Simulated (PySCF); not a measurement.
I$_{3}$In, charge +1, doublet, at a GFN2-xTB geometry (such geometries of metal compounds can be far from the true shape) (a state made from the parent by changing its charge; the spin is typed, not shown lowest) (core potentials on I, In); PBE0/def2-SV(P) in PySCF.

The PySCF input:
```python
from pyscf import gto, scf, dft

mol = gto.M(
    atom='''
In   -0.00000000    0.00000000    0.00000000
I     2.59339744   -0.42076413   -0.82340452
I    -0.95084291   -1.26327639    2.25405818
I    -1.64255453    1.68404052   -1.43065366
''',
    basis='def2-sv(p)',
    ecp={'I': 'def2-sv(p)', 'In': 'def2-sv(p)'},
    charge=1,
    spin=1,
    verbose=4,
)

mf = dft.UKS(mol)
mf.xc = 'pbe0'
mf.kernel()
mf.analyze()
```

### Question
Predict the main parts of the log of this PySCF run.

### Answer

```
PySCF version 2.14.0

[INPUT] verbose = 4
[INPUT] num. atoms = 4
[INPUT] num. electrons = 95
[INPUT] charge = 1
[INPUT] spin (= nelec alpha-beta = 2S) = 1
[INPUT] symmetry False subgroup None
[INPUT] Mole.unit = angstrom
[INPUT] Symbol           X                Y                Z      unit          X                Y                Z       unit  Magmom
[...]
nuclear repulsion = 510.76787320328
number of shells = 40
number of NR pGTOs = 244
number of NR cGTOs = 104
basis = def2-sv(p)
ecp = {'I': 'def2-sv(p)', 'In': 'def2-sv(p)'}

******** <class 'pyscf.dft.uks.UKS'> ********
method = UKS
initial guess = minao
damping factor = 0
level_shift factor = 0
DIIS = <class 'pyscf.scf.diis.CDIIS'>
diis_start_cycle = 1
diis_space = 8
diis_damp = 0
SCF conv_tol = 1e-09
SCF conv_tol_grad = None
SCF max_cycles = 50
direct_scf = True
direct_scf_tol = 1e-13
number electrons alpha = 48  beta = 47
XC library pyscf.dft.libxc version 7.1.2
    S. Lehtola, C. Steigemann, M. J. T. Oliveira, and M. A. L. Marques,  SoftwareX 7, 1–5 (2018)
XC functionals = pbe0
    C. Adamo and V. Barone,  J. Chem. Phys. 110, 6158 (1999)
    M. Ernzerhof and G. E. Scuseria,  J. Chem. Phys. 110, 5029 (1999)
radial grids:
    Treutler-Ahlrichs [JCP 102, 346 (1995); DOI:10.1063/1.469408] (M4) radial grids

becke partition: Becke, JCP 88, 2547 (1988); DOI:10.1063/1.454033
pruning grids: <function nwchem_prune>
grids dens level: 3
symmetrized grids: False
atomic radii adjust function: <function treutler_atomic_radii_adjust>
small_rho_cutoff = 0
Set gradient conv threshold to 3.16228e-05
tot grids = 87752
init E= -966.640180061733

cycle= 1 E= -1079.73322368905  delta_E= -113  |g|= 3.33  |ddm|= 13.3
cycle= 2 E= -1081.39801619596  delta_E= -1.66  |g|= 2.05  |ddm|=  8.3
cycle= 3 E= -1082.70886360943  delta_E= -1.31  |g|= 0.606  |ddm|= 3.38
cycle= 4 E= -1082.82032048369  delta_E= -0.111  |g|= 0.511  |ddm|= 2.03
cycle= 5 E= -1083.02612436343  delta_E= -0.206  |g|= 0.224  |ddm|= 1.19

cycle= 6 E= -1083.03262546109  delta_E= -0.0065  |g|= 0.211  |ddm|= 0.957
cycle= 7 E= -1083.0839304803  delta_E= -0.0513  |g|= 0.0719  |ddm|= 0.666
cycle= 8 E= -1083.08899296943  delta_E= -0.00506  |g|= 0.0271  |ddm|= 0.135
cycle= 9 E= -1083.08891505622  delta_E= 7.79e-05  |g|= 0.0313  |ddm|= 0.0821
cycle= 10 E= -1083.08974626197  delta_E= -0.000831  |g|= 0.0158  |ddm|= 0.0566
cycle= 11 E= -1083.09002808619  delta_E= -0.000282  |g|= 0.00444  |ddm|= 0.0452
cycle= 12 E= -1083.09005466778  delta_E= -2.66e-05  |g|= 0.000763  |ddm|= 0.0169
cycle= 13 E= -1083.09005542598  delta_E= -7.58e-07  |g|= 0.000827  |ddm|= 0.00336
cycle= 14 E= -1083.09005698654  delta_E= -1.56e-06  |g|= 0.000209  |ddm|= 0.00453
cycle= 15 E= -1083.09005759266  delta_E= -6.06e-07  |g|= 0.000144  |ddm|= 0.00385
cycle= 16 E= -1083.09005784123  delta_E= -2.49e-07  |g|= 0.000117  |ddm|= 0.00191
cycle= 17 E= -1083.0900582712  delta_E= -4.3e-07  |g|= 8.06e-05  |ddm|= 0.00426
cycle= 18 E= -1083.0900585749  delta_E= -3.04e-07  |g|= 5.86e-05  |ddm|= 0.00499
cycle= 19 E= -1083.09005865179  delta_E= -7.69e-08  |g|= 2.22e-05  |ddm|= 0.00287
cycle= 20 E= -1083.09005866012  delta_E= -8.33e-09  |g|= 1.95e-05  |ddm|= 0.000945
cycle= 21 E= -1083.09005866136  delta_E= -1.25e-09  |g|= 1.31e-05  |ddm|= 0.000328
cycle= 22 E= -1083.0900586618  delta_E= -4.35e-10  |g|= 7.61e-06  |ddm|= 0.000104
Extra cycle  E= -1083.09005866121  delta_E= 5.9e-10  |g|= 2.47e-05  |ddm|= 7.33e-05
converged SCF energy = -1083.09005866121  <S^2> = 0.75374517  2S+1 = 2.0037417
**** SCF Summaries ****
Total Energy =                       -1083.090058661206740
Nuclear Repulsion Energy =             510.767873203279862
One-electron Energy =                -2891.143567265410184
Two-electron Energy =                 1297.285635400923638
Two-electron Coulomb Energy =         1380.489072837249068
DFT Exchange-Correlation Energy =      -83.203437436325459
**** MO energy ****
                             alpha | beta                alpha | beta
[...]
spin_pop of  0 In 4s       -0.00001
spin_pop of  0 In 5s       -0.00897
spin_pop of  0 In 6s        0.00013
spin_pop of  0 In 7s       -0.00020
spin_pop of  0 In 4px       0.00003
spin_pop of  0 In 4py      -0.00011
spin_pop of  0 In 4pz      -0.00008
spin_pop of  0 In 5px      -0.00046
spin_pop of  0 In 5py      -0.00002
spin_pop of  0 In 5pz      -0.00001
spin_pop of  0 In 6px      -0.00106
spin_pop of  0 In 6py      -0.01215
spin_pop of  0 In 6pz      -0.00919
spin_pop of  0 In 7px      -0.01013
spin_pop of  0 In 7py      -0.00165
spin_pop of  0 In 7pz      -0.00049
spin_pop of  0 In 4dxy     -0.00026
spin_pop of  0 In 4dyz     -0.00053
spin_pop of  0 In 4dz^2    -0.00096
spin_pop of  0 In 4dxz     -0.00052
spin_pop of  0 In 4dx2-y2   -0.00000
spin_pop of  0 In 5dxy     -0.00085
spin_pop of  0 In 5dyz     -0.00138
spin_pop of  0 In 5dz^2    -0.00189
spin_pop of  0 In 5dxz     -0.00124
spin_pop of  0 In 5dx2-y2   -0.00241
spin_pop of  1 I 4s       -0.00001
spin_pop of  1 I 5s        0.00042
spin_pop of  1 I 6s       -0.00015
spin_pop of  1 I 7s       -0.00007
spin_pop of  1 I 4px       0.00023
spin_pop of  1 I 4py       0.00026
spin_pop of  1 I 4pz       0.00221
spin_pop of  1 I 5px       0.01469
spin_pop of  1 I 5py       0.00003
spin_pop of  1 I 5pz       0.00030
spin_pop of  1 I 6px       0.01301
spin_pop of  1 I 6py       0.01154
spin_pop of  1 I 6pz       0.13011
spin_pop of  1 I 7px       0.17911
spin_pop of  1 I 7py       0.00008
spin_pop of  1 I 7pz       0.00043
spin_pop of  1 I 4dxy     -0.00089
spin_pop of  1 I 4dyz     -0.00089
spin_pop of  1 I 4dz^2    -0.00070
spin_pop of  1 I 4dxz     -0.00053
spin_pop of  1 I 4dx2-y2    0.00004
spin_pop of  1 I 5dxy      0.00093
spin_pop of  1 I 5dyz      0.00082
spin_pop of  1 I 5dz^2     0.00057
spin_pop of  1 I 5dxz      0.00038
spin_pop of  1 I 5dx2-y2   -0.00013
spin_pop of  2 I 4s       -0.00001
spin_pop of  2 I 5s        0.00042
spin_pop of  2 I 6s       -0.00016
spin_pop of  2 I 7s       -0.00008
spin_pop of  2 I 4px      -0.00000
spin_pop of  2 I 4py       0.00449
spin_pop of  2 I 4pz       0.00118
spin_pop of  2 I 5px       0.00085
spin_pop of  2 I 5py       0.00063
spin_pop of  2 I 5pz       0.00016
spin_pop of  2 I 6px       0.00116
spin_pop of  2 I 6py       0.26608
spin_pop of  2 I 6pz       0.06796
spin_pop of  2 I 7px       0.00801
spin_pop of  2 I 7py       0.00078
spin_pop of  2 I 7pz       0.00024
spin_pop of  2 I 4dxy     -0.00039
spin_pop of  2 I 4dyz     -0.00048
spin_pop of  2 I 4dz^2    -0.00083
spin_pop of  2 I 4dxz     -0.00092
spin_pop of  2 I 4dx2-y2    0.00007
spin_pop of  2 I 5dxy      0.00030
spin_pop of  2 I 5dyz      0.00037
spin_pop of  2 I 5dz^2     0.00071
spin_pop of  2 I 5dxz      0.00089
spin_pop of  2 I 5dx2-y2   -0.00011
spin_pop of  3 I 4s       -0.00001
spin_pop of  3 I 5s        0.00041
spin_pop of  3 I 6s       -0.00017
spin_pop of  3 I 7s       -0.00008
spin_pop of  3 I 4px       0.00015
spin_pop of  3 I 4py       0.00319
spin_pop of  3 I 4pz       0.00028
spin_pop of  3 I 5px       0.01040
spin_pop of  3 I 5py       0.00044
spin_pop of  3 I 5pz       0.00003
spin_pop of  3 I 6px       0.00934
spin_pop of  3 I 6py       0.18742
spin_pop of  3 I 6pz       0.01378
spin_pop of  3 I 7px       0.12597
spin_pop of  3 I 7py       0.00049
spin_pop of  3 I 7pz       0.00010
spin_pop of  3 I 4dxy     -0.00055
spin_pop of  3 I 4dyz     -0.00076
spin_pop of  3 I 4dz^2    -0.00092
spin_pop of  3 I 4dxz     -0.00064
spin_pop of  3 I 4dx2-y2    0.00005
spin_pop of  3 I 5dxy      0.00049
spin_pop of  3 I 5dyz      0.00070
spin_pop of  3 I 5dz^2     0.00081
spin_pop of  3 I 5dxz      0.00059
spin_pop of  3 I 5dx2-y2   -0.00018
In total            48.00000 | 47.00000

WARN: System has nonzero charge 1; the dipole moment is origin-dependent.
Location of origin: [0. 0. 0.]

Dipole moment(X, Y, Z, Debye): -0.00030, -0.00067,  0.00108
```
